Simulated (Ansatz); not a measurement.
Relaxation of CH6AlNOSn (11 atoms, charge 0, multiplicity 1), to a largest force component of 0.02 eV/Å in at most 50 steps.

The calculation used Ansatz, RKS PBE0/def2-SVP.

```xyz
11
Properties=species:S:1:pos:R:3:forces:R:3
O -1.826 0.812 0.411 -3.20 3.05 -1.35
C -0.489 0.860 0.234 1.55 0.87 0.01
N -0.166 0.308 -1.097 2.64 1.59 -0.84
Sn 1.145 -1.292 -0.628 -0.55 -1.20 0.31
Al 0.356 -0.342 1.611 -0.88 -0.92 0.46
H -2.230 1.565 -0.219 0.97 -2.66 1.95
H -0.053 1.896 0.364 -0.36 -0.27 -0.40
H 0.510 1.014 -1.591 -1.69 -1.45 0.87
H 2.749 -0.998 -1.004 0.58 -0.12 -0.75
H 0.328 -2.832 -1.008 0.63 0.62 -0.23
H -0.258 -1.048 2.946 0.30 0.49 -0.04
```

Task: Where does it end, and by what steps?

Result: The run converged. After 28 steps the energy has fallen by 3.369 eV; H6 moved furthest, 2.28 Å. Parted: O1–C2. Joined: O1–Al5.

| step | energy less start (eV) | largest force component (eV/Å) | accepted |
| --- | --- | --- | --- |
| 0 | 0.0000 | 3.196 | yes |
| 1 | -0.8148 | 1.489 | yes |
| 2 | -1.0536 | 0.810 | yes |
| 3 | -1.1619 | 0.774 | yes |
| 4 | -1.1670 | 0.860 | yes |
| 5 | -1.2467 | 0.410 | yes |
| 6 | -1.2797 | 0.308 | yes |
| 7 | -1.3168 | 0.353 | yes |
| 8 | -1.3482 | 0.401 | yes |
| 9 | -1.4101 | 0.547 | yes |
| 10 | -1.5514 | 0.781 | yes |
| 11 | -1.6765 | 1.140 | yes |
| 12 | -1.7791 | 1.571 | yes |
| 13 | -2.0459 | 1.859 | yes |
| 14 | -2.4012 | 1.874 | yes |
| 15 | -2.6895 | 1.046 | yes |
| 16 | -2.9037 | 0.934 | yes |
| 17 | -3.0428 | 0.853 | yes |
| 18 | -3.1517 | 0.728 | yes |
| 19 | -3.1773 | 1.544 | yes |
| 20 | -3.2556 | 1.560 | yes |
| 21 | -3.3256 | 0.522 | yes |
| 22 | -3.3483 | 0.466 | yes |
| 23 | -3.3643 | 0.260 | yes |
| 24 | -3.3675 | 0.095 | yes |
| 25 | -3.3681 | 0.184 | yes |
| 26 | -3.3689 | 0.061 | yes |
| 27 | -3.3691 | 0.031 | yes |
| 28 | -3.3693 | 0.010 | yes |

```xyz
11
Properties=species:S:1:pos:R:3
O -2.355 -0.329 1.364
C 0.114 1.328 0.044
N 0.853 0.812 -0.877
Sn 0.799 -1.432 -0.665
Al -0.652 -0.106 1.321
H -2.952 -0.424 0.622
H 0.036 2.433 0.054
H 1.333 1.435 -1.533
H 2.499 -1.789 -0.755
H 0.309 -1.841 -2.286
H 0.081 -0.145 2.731
```

Whether the end is a true minimum wasn't checked by a vibrational analysis.

Run time: 2.4 min on 2 threads of Arm Neoverse V1 (shared host), peak memory 0.3 GiB.
